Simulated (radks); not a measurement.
Results of a calculation; reference values are marked as such.
Orbital eigenvalues (eV) of the iron ion Fe8+, [Ar], of relativity; Dirac values are averaged over j with weights 2j + 1. Spin-unpolarised spherical Kohn-Sham, PBE, point nucleus unless stated (finite: rms radius 3.7377 fm), a radial shooting solver on a logarithmic mesh with Libxc functionals. A level marked "c x" has the speed of light scaled by that factor and shares open shells by 2j + 1; other Dirac levels either fill j = l - 1/2 first or share by 2j + 1.

| shell | non-rel. |
|---|---|
| 1s | -7114.0 |
| 2s | -992.07 |
| 2p | -881.43 |
| 3s | -253.76 |
| 3p | -219.98 |

Give the values at the level "Dirac, 2j+1 shares, finite nucleus".

Answer. 
shell  Dirac, 2j+1 shares, finite nucleus  change of magnitude (%)
1s                                -7177.8                    +0.90
2s                                -1005.0                    +1.30
2p                                -883.57                    +0.24
3s                                -256.13                    +0.94
3p                                -220.42                    +0.20
